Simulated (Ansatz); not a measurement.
`BC(C)(Cl)C=O` at its PBE0-D4/def2-TZVP geometry, where that method's forces vanish. Total charge 0; spin multiplicity 1.

```xyz
12

B     1.3978   -0.3924   -0.5722
C     0.0484    0.0875    0.0777
C    -1.0146   -0.8632    0.5266
Cl    1.3566    0.3606    1.3745
C    -0.4193    1.4351   -0.3701
O    -1.5436    1.6376   -0.7352
H     1.6592   -1.5541   -0.5160
H     2.0331    0.3733   -1.2301
H    -0.5818   -1.8081    0.8520
H    -1.6643   -1.0533   -0.3313
H    -1.6342   -0.4424    1.3202
H     0.3627    2.2192   -0.3961
```

(1) What forces (eV/Å) does r2SCAN-D4/def2-TZVPP give on these atoms in Ansatz 0.2.0? (Best estimate.)

## Answers

(1) Ansatz gave: 
```
B1   0.132 -0.038 -0.088
C2  -0.192 -0.041 -0.174
C3  -0.068 -0.085  0.044
Cl4  0.224  0.051  0.251
C5   0.336 -0.002  0.124
O6  -0.440  0.049 -0.151
H7  -0.023  0.036 -0.008
H8  -0.028 -0.031  0.020
H9  -0.011  0.018 -0.007
H10  0.009  0.006  0.006
H11 -0.002  0.002 -0.014
H12  0.063  0.035 -0.003
```
